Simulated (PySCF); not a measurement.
Predicted microwave data (PBE0/pcSseg-1 in PySCF (dipole) on a GFN2-xTB geometry, gas phase) for one isomer of C6H10F2Si:

```
Rotational constants : A = 1451, B = 1041, C = 877.6 MHz
Dipole components    : |μa| = 0.59 D, |μb| = 0.25 D, |μc| = 0.44 D
Inertial defect      : -257.99 u·Å²
κ                    : -0.43
```

Question: Which candidate fits, each taken in the one conformer that was computed?
A. `[CH2:1]=[C:2]([CH3:3])[C@H:4]([SiH3:5])/[C:6]([F:7])=[CH:8]\[F:9]` with C1–C2–C4–Si5 84°, C2–C4–C6–F7 77°
B. `[CH3:1]/[CH:2]=[C:3]1\[CH2:4][SiH2:5][C@H:6]1[CH:7]([F:8])[F:9]` with Si5–C6–C7–F8 41°
C. `[CH:1]#[C:2][C@:3]([CH3:4])([SiH2:5][CH3:6])[CH:7]([F:8])[F:9]` with C2–C3–Si5–C6 -56°, C2–C3–C7–F8 176°
D. `[CH2:1]=[CH:2][CH2:3][Si@H:4]([F:5])[CH2:6]/[CH:7]=[CH:8]/[F:9]` with C1–C2–C3–Si4 -110°, C2–C3–Si4–F5 -178°, C3–Si4–C6–C7 -72°, Si4–C6–C7–C8 -111°
E. `[F:1]/[CH:2]=[C:3](/[F:4])[C@@H:5]([SiH3:6])[CH:7]1[CH2:8][CH2:9]1` with C2–C3–C5–Si6 111°, C3–C5–C7–C8 156°

Answer: A. It is C=C(C)[C@H]([SiH3])/C(F)=C\F, an asymmetric top, point group C1. The candidates at the same level (rigid rotor, commonest isotopes):

```tsv
SMILES	A (MHz)	B (MHz)	C (MHz)	μa (D)	μb (D)	μc (D)	Δ (u·Å²)	point group	rotor
C=CC[Si@H](F)C/C=C/F	1488	812.7	566.6	0.49	0.34	0.23	-69.61	C1	asymmetric top
C=C(C)[C@H]([SiH3])/C(F)=C\F	1451	1041	877.6	0.59	0.25	0.44	-257.99	C1	asymmetric top
C#C[C@](C)([SiH2]C)C(F)F	1339	1295	1095	0.65	1.12	0.70	-305.96	C1	asymmetric top
C/C=C1\C[SiH2][C@H]1C(F)F	1923	998.2	776.6	2.15	0.29	0.80	-118.29	C1	asymmetric top
F/C=C(/F)[C@@H]([SiH3])C1CC1	1456	1025	827.1	0.80	0.11	0.09	-229.03	C1	asymmetric top
```

`F/C=C(/F)[C@@H]([SiH3])C1CC1` has C 6 % too low; `C=CC[Si@H](F)C/C=C/F` has C 35 % too low; `C/C=C1\C[SiH2][C@H]1C(F)F` has A 33 % too high; `C#C[C@](C)([SiH2]C)C(F)F` has C 25 % too high. No structure here is proved a minimum.
